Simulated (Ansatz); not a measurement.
Total energies of Al₈P₈H₂₂, a nanocrystal cut from wurtzite AlP (hydrogen-capped) from Ansatz at PBE0-D4/def2-TZVP, gas phase (1 Eh = 27.2114 eV = 2625.5 kJ/mol). The reference geometry is relaxed at r2SCAN-D4/def2-SVP.

```tsv
atom	x (Å)	y (Å)	z (Å)
Al1	1.834	2.544	-3.324
P2	3.512	1.304	-2.008
P3	-0.081	1.975	-1.947
Al4	-0.591	-0.365	-2.011
Al5	2.946	0.089	0.003
P6	1.182	-1.372	-0.704
P7	-2.560	-0.794	-0.716
Al8	-3.239	-3.121	-0.804
Al9	0.505	-2.637	1.215
P10	-1.271	-4.039	0.366
Al11	0.125	2.964	0.213
P12	1.758	1.644	1.364
P13	-1.960	2.323	1.278
Al14	-2.545	-0.018	1.539
Al15	0.919	0.714	3.456
P16	-0.582	-0.969	2.526
H17	1.743	1.820	-4.738
H18	2.191	4.086	-3.141
H19	4.211	0.396	-2.848
H20	4.596	2.162	-1.682
H21	-1.191	2.621	-2.562
H22	-0.650	-0.965	-3.479
H23	4.194	-0.629	0.667
H24	1.808	-2.316	-1.567
H25	-3.604	-0.073	-1.364
H26	-3.175	-3.669	-2.297
H27	-4.476	-3.360	0.172
H28	1.659	-3.460	1.925
H29	-0.654	-5.037	-0.435
H30	-1.694	-4.867	1.440
H31	0.355	4.533	0.259
H32	2.737	2.597	1.766
H33	-3.009	2.934	0.538
H34	-2.119	3.013	2.508
H35	-3.886	-0.203	2.365
H36	2.104	0.004	4.247
H37	-0.007	1.838	4.120
H38	-1.081	-1.667	3.661
```

```
                 state   geometry  energy (Eh)
      charge 0 singlet  reference  -4682.18592
      charge 1 doublet  reference  -4681.87284
     charge -1 doublet  reference  -4682.21166
free Al atom (doublet)          –   -242.24894
 free P atom (quartet)          –   -341.13505
 free H atom (doublet)          –     -0.50104
```

Single mean-field runs in def2-TZVP are fitted with def2-universal-jkfit.

**Question.** Work out the vertical ionisation energy to the doublet.

**Answer.** E(charge 1 doublet) − E(charge 0 singlet) = -4681.87284 − (-4682.18592) = 0.31308 Eh = 8.52 eV. For comparison, −ε of the highest occupied level is 7.37 eV at this level, 1.15 eV less.

**Question.** Work out the vertical electron affinity, to the doublet.

**Answer.** E(charge 0 singlet) − E(charge -1 doublet) = -4682.18592 − (-4682.21166) = 0.02574 Eh = 0.70 eV. The basis lacks diffuse functions, which makes affinities too small.

**Question.** Give the fundamental gap IE − EA, the Mulliken electronegativity (IE + EA)/2 and the hardness (IE − EA)/2.

**Answer.** From the values in Eh: IE − EA = 0.31308 − 0.02574 = 0.28734 Eh = 7.82 eV; (IE + EA)/2 = 4.61 eV; (IE − EA)/2 = 3.91 eV. The HOMO–LUMO gap of the same run is 5.76 eV, 2.06 eV smaller than the fundamental gap.

**Question.** What is the binding energy per atom against free atoms?

**Answer.** Atoms: 8 × (-242.24894) + 8 × (-341.13505) + 22 × (-0.50104) = -4678.09480 Eh. Binding: -4678.09480 − (-4682.18592) = 4.09112 Eh = 111.33 eV, or 2.93 eV for each of 38 atoms (no zero-point energy, no counterpoise term).

At PBE0-D4/def2-TZVP the highest occupied level of the charge -1 doublet lies above zero (up to 0.39 eV). By energy differences its removal costs 0.70 eV (vertical, to the charge 0 singlet, at PBE0-D4/def2-TZVP); self-interaction error and the lack of diffuse functions both raise the level.
